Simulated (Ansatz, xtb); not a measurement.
# Relative energy of two isomers of C6H9Cl

Structure I: `CC1(Cl)CC=CC1`, a singlet. Structure II: `ClC=C1CCCC1`, a singlet. Both are isolated molecules in the gas phase, relaxed with B3LYP-D3(BJ)/def2-SVP; the shapes shown needn't be the lowest conformers.

I (Å):

```xyz
16

C     1.0166   -1.2797    2.1232
C     1.5135   -0.2344    1.1407
C     3.0255   -0.2974    0.8196
C     3.1075    0.2095   -0.5985
C     1.9037    0.2341   -1.1812
C     0.8259   -0.2526   -0.2450
Cl    1.1846    1.4238    1.8902
H     1.5433   -1.1945    3.0849
H     1.1932   -2.2887    1.7158
H    -0.0611   -1.1618    2.3084
H     3.6208    0.2785    1.5438
H     3.3757   -1.3462    0.8782
H     4.0483    0.4855   -1.0796
H     1.7068    0.5333   -2.2129
H     0.5283   -1.2882   -0.5000
H    -0.0918    0.3541   -0.2532
```

II (Å):

```yaml
atoms:
  - { symbol: C, position_ang: [-0.3749, -0.8935, 1.4089] }
  - { symbol: C, position_ang: [0.5268, -0.4317, 0.5407] }
  - { symbol: C, position_ang: [1.3109, 0.8573, 0.7154] }
  - { symbol: C, position_ang: [2.5217, 0.6703, -0.2157] }
  - { symbol: C, position_ang: [1.9339, -0.1104, -1.4019] }
  - { symbol: C, position_ang: [0.9632, -1.1103, -0.7434] }
  - { symbol: Cl, position_ang: [-1.2415, -2.3906, 1.1551] }
  - { symbol: H, position_ang: [-0.6434, -0.3888, 2.3385] }
  - { symbol: H, position_ang: [0.7015, 1.7091, 0.3607] }
  - { symbol: H, position_ang: [1.5773, 1.0644, 1.7627] }
  - { symbol: H, position_ang: [2.9943, 1.6204, -0.5070] }
  - { symbol: H, position_ang: [3.2891, 0.0595, 0.2904] }
  - { symbol: H, position_ang: [2.6982, -0.5994, -2.0241] }
  - { symbol: H, position_ang: [1.3737, 0.5801, -2.0554] }
  - { symbol: H, position_ang: [0.1069, -1.3831, -1.3797] }
  - { symbol: H, position_ang: [1.4742, -2.0579, -0.4958] }
```

Energies in hartree; the thermal terms are from GFN2-xTB frequencies at re-optimised GFN2-xTB minima (ideal gas, soft modes damped towards free rotors, one conformer each, 298.15 K, 1 atm) and include the zero-point energy:

```
                              I           II
E, CCSD(T)/def2-SVP  −692.687012  −692.682259
    E, MP2/def2-SVP  −692.579602  −692.574569
  E, MP2/def2-TZVPP  −693.221105  −693.216106
  zero-point energy     0.132490     0.133793
       H(298 K) − E     0.140567     0.141758
       G(298 K) − E     0.101067     0.101962
```

Task: Correct the CCSD(T) difference for the basis set by the MP2 change, then work out ΔE, ΔE₀, ΔH and ΔG for I → II in kJ/mol (1 Eh = 2625.50 kJ/mol) and the equilibrium ratio [II]/[I].

Result: 1. Differences II − I: CCSD(T) +0.004753, MP2 in the small set +0.005033, MP2 in the large set +0.004999 Eh.
2. ΔE = +0.004753 + (+0.004999 − (+0.005033)) = +0.004719 Eh = +12.39 kJ/mol.
3. ΔE₀ = ΔE + ΔZPE = +0.004719 + (+0.001303) Eh = +15.81 kJ/mol.
4. ΔH = ΔE + (+0.001191) Eh = +15.52 kJ/mol.
5. ΔG = ΔE + (+0.000895) Eh = +14.74 kJ/mol, so ΔS = (ΔH − ΔG)/T = +2.6 J/(mol K).
6. kT = 0.9442 mEh, so K = [II]/[I] = exp(−ΔG/kT) = exp(−5.95) ≈ 0.0026.

Structure I is favoured at this temperature. An error of 4 kJ/mol in ΔG would change K by a factor of 5. GFN2-xTB, HF/STO-3G gave ΔE the other sign. Mirror images and further conformers aren't counted.

As drawn, both hold the same kinds of bond in the same numbers. Structure I has 1 methyl group, II 0.

Other levels gave ΔE = −7.8 (GFN2-xTB); −9.4 (HF/STO-3G, GFN2-xTB geometries); +4.9 (r2SCAN-D4/def2-SVP, GFN2-xTB geometries); +6.0 (B3LYP-D3(BJ)/def2-SVP); +8.1 (HF/def2-SVP); +13.2 (MP2/def2-SVP); +12.5 (CCSD(T)/def2-SVP) kJ/mol. The correlated steps freeze 11 core orbitals. Programs: Ansatz 0.2.0, xtb 6.7.1.
